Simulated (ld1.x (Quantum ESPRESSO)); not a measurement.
Transferability test, TM potential for manganese (Mn)

Mn, norm-conserving Troullier–Martins (Kleinman–Bylander form), made with ld1.x (Quantum ESPRESSO) 7.5 (BLYP, scalar-relativistic). Core [Ar], reference 3d5 4s1 4p1. Waves: 4p (bound): rc 2.85 bohr; 3d (bound): rc 1.60 bohr; 4s (bound): rc 2.45 bohr. Local part: the s channel. Core correction: a·sin(br)/r model core, default radius (core density twice the valence density).

Energies are relative to the spin-unpolarised reference configuration 3d5 4s1 4p1; without spin polarisation the order of configurations can differ from experiment.

```csv
valence configuration,charge,ΔE all-electron (eV),error AE − PS (meV)
3d5 4s2 4p0,0,-3.875,-1.2
3d5 4s1 4p0,+1,4.526,-2.4
3d5 4s0 4p0,+2,20.295,-23
3d5 4s0 4p2,0,4.147,-2.2
3d6 4s1 4p0,0,-4.197,-218
3d5 4s1.5 4p0,+0.5,-0.541,-0.8
```

(1) What are ΔE and the potential's error for 3d6 4s0 4p0?

Levels in the configuration 3d5 4s1 4p0:

```json
{"level": "3d", "all-electron (eV)": "-14.858", "pseudo (eV)": "-14.810"}
{"level": "4s", "all-electron (eV)": "-11.948", "pseudo (eV)": "-11.954"}
```

## Answers

(1) ΔE = 3.056 eV all-electron; the error (AE − PS) is -327 meV.
